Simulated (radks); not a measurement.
Removal energies from the lutetium ion Lu13+, [Kr] 4d10 4f(5/2: 6, 7/2: 4) 5s2, by Delta-SCF beside the eigenvalue of the level emptied. Calculated with a radial shooting solver on a logarithmic mesh with Libxc functionals: Dirac Kohn-Sham, relativistic LDA (MacDonald-Vosko exchange, VWN5 correlation), spin-unpolarised, spherical densities, finite nucleus; Fermi nuclear charge, rms radius of each element as measured or else 0.836 A^(1/3) + 0.57 fm. Sub-shells are occupied by j as written (lower j first in brackets).

removed from                             final configuration  Delta-SCF (eV)  -eigenvalue (eV)
4f7/2                       [Kr] 4d10 4f(5/2: 6, 7/2: 3) 5s2          285.24            268.25
4f5/2                       [Kr] 4d10 4f(5/2: 5, 7/2: 4) 5s2          287.34            270.25
5s1/2                       [Kr] 4d10 4f(5/2: 6, 7/2: 4) 5s1          298.42            287.37
4d5/2         [Kr] 4d(3/2: 4, 5/2: 5) 4f(5/2: 6, 7/2: 4) 5s2          469.99            452.08
